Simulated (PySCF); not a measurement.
Run record: excited-state job, `CC#CCB(O)O`.

Computed with TDDFT PBE0/def2-SVPD, vertical, gas phase, core orbitals frozen in the response (PySCF 2.14.0, density-fitted response routines). Geometry: GFN2-xTB. The command runs a driver script over a list of jobs; the input below is this job's line of settings and its coordinates in Å.

Command:
```bash
OMP_NUM_THREADS=1 python probes_run.py task.json out
```

Input:
```
{"job": {"kind": "uv", "xc": "PBE0", "basis": "def2-SVPD", "nstates": 6, "ntriplets": 2}, "charge": 0, "multiplicity": 1}
C      2.793909     0.010843     1.164697
C      1.534564    -0.137142     0.462817
C      0.518547    -0.282460    -0.157931
C     -0.761684    -0.415818    -0.824137
B     -1.977784     0.143082     0.069741
O     -1.794931     0.685334     1.301385
O     -3.227596     0.069798    -0.430337
H      3.621343     0.002827     0.455183
H      2.927886    -0.809906     1.869676
H      2.810688     0.953066     1.713303
H     -0.931385    -1.467752    -1.066162
H     -0.726450     0.120141    -1.775695
H     -0.885671     0.705214     1.603836
H     -3.902113     0.422300     0.151507
```

Output:
```
coarse grid: 11944 points
cycle   1  E = -331.1943930261  dE =  9.287e-01  |g| = 8.350e-01  |ddm| = 8.234e+00
cycle   2  E = -331.0867461052  dE =  1.076e-01  |g| = 1.142e+00  |ddm| = 3.136e+00
cycle   3  E = -331.3321599091  dE = -2.454e-01  |g| = 9.539e-02  |ddm| = 1.321e+00
cycle   4  E = -331.3340748922  dE = -1.915e-03  |g| = 3.061e-02  |ddm| = 2.843e-01
cycle   5  E = -331.3342581176  dE = -1.832e-04  |g| = 1.751e-02  |ddm| = 7.446e-02
cycle   6  E = -331.3343281752  dE = -7.006e-05  |g| = 4.581e-03  |ddm| = 3.340e-02
cycle   7  E = -331.3343333506  dE = -5.175e-06  |g| = 6.604e-04  |ddm| = 1.280e-02
final grid: 116064 points
cycle   8  E = -331.3939505157  dE = -3.875e-05  |g| = 8.375e-03  |ddm| = 1.029e-01
cycle   9  E = -331.3939413309  dE =  9.185e-06  |g| = 1.098e-02  |ddm| = 2.840e-02
cycle  10  E = -331.3939660557  dE = -2.472e-05  |g| = 1.032e-03  |ddm| = 1.294e-02
cycle  11  E = -331.3939662834  dE = -2.277e-07  |g| = 1.357e-04  |ddm| = 1.778e-03
cycle  12  E = -331.3939662849  dE = -1.497e-09  |g| = 1.091e-04  |ddm| = 3.979e-04
cycle  13  E = -331.3939662873  dE = -2.447e-09  |g| = 2.401e-05  |ddm| = 1.839e-04
cycle  14  E = -331.3939662874  dE = -1.123e-10  |g| = 1.226e-05  |ddm| = 6.008e-05
converged SCF energy = -331.3939662874

Static polarisability (au): isotropic 68.917, principal 49.841 60.182 96.729

Singlet excitations
state   eV       nm        f      main configurations
  1   6.3206    196.2   0.00446   H->L 0.92
  2   6.3855    194.2   0.00446   H-1->L 0.90
  3   6.7464    183.8   0.00030   H->L+2 0.35, H-1->L+3 0.17, H->L+4 0.17
  4   7.0045    177.0   0.00367   H->L+3 0.19, H-1->L+2 0.15, H-1->L+3 0.14
  5   7.0093    176.9   0.00239   H-1->L+3 0.25, H->L+2 0.12, H->L+3 0.12
  6   7.1039    174.5   0.01050   H->L+1 0.86

Triplet excitations (Tamm-Dancoff, eV): 5.5456 6.0353
```

The SCF starts on a coarse grid where the log names one; the energy can jump when the final grid takes over, and dE then counts from the start density on the new grid. H and L stand for HOMO and LUMO; the number after each pair is its weight.

Question: How does the lowest singlet excitation compare with the HOMO–LUMO gap?

Answer: HOMO -7.28 eV and LUMO 0.10 eV give a gap of 7.38 eV; S1 at 6.32 eV lies 1.06 eV below it.

Summary of the converged run: HOMO -7.28 eV, LUMO 0.10 eV; lowest singlet 6.32 eV; lowest triplet 5.55 eV (Tamm–Dancoff); mean polarisability 68.9 au.

Hardware: one thread, Arm Neoverse V1 (aarch64), no GPU, shared host. Cost: 25 s wall, 0.82 GiB resident at most.

One conformer stands for the species.
Labels such as C1 count atoms from 1, the log's own numbers from 0.
